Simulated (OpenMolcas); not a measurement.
Cu4+ (d7) among equal point charges was computed by CASSCF with the d shell active (OpenMolcas, ANO-RCC-VTZP on the metal). Its lowest spin-free states, and all those of the highest spin:

```csv
2S+1,Degeneracy,E (cm-1)
4,1,0.0
4,2,316.2
4,1,2974
4,2,3198
4,1,6661
2,1,24306
2,1,24940
2,3,25822
4,2,25993
2,1,26028
2,2,26286
4,1,27262
```

Problem. Is the site octahedral, tetrahedral or cube-like, axial, or of lower symmetry?

Solution. The states with 2S+1 = 4 have orbital degeneracies 1, 2, 1, 2, 1, 2, 1. There are pairs but no triples, so the site is axial: not cubic, but with a proper or improper axis of order three or more. The run had Cu4+ among 6 point charges of -2 e arranged as a tetragonal octahedron (D4h), 1.65 Å from the ion, with the axial distance 1.700 Å.

Spin-orbit coupling mixes the spin-free states strongly: the lowest level takes only 49 % from its leading state, 4E, which lies 316 cm-1 above the lowest spin-free state. Without dynamic correlation the repulsion within the d shell is too large (B by tens of per cent), so at a given field states of lower spin stand too high. Point charges give a weaker field than real ligands, and real ions of this kind are often low spin; the high spin found here belongs to the model. Point charges carry no covalency, so the field is a model and not that of real ligands. A group larger than the point group allows holds several states that coincide in this model. No measured value stands beside these numbers.
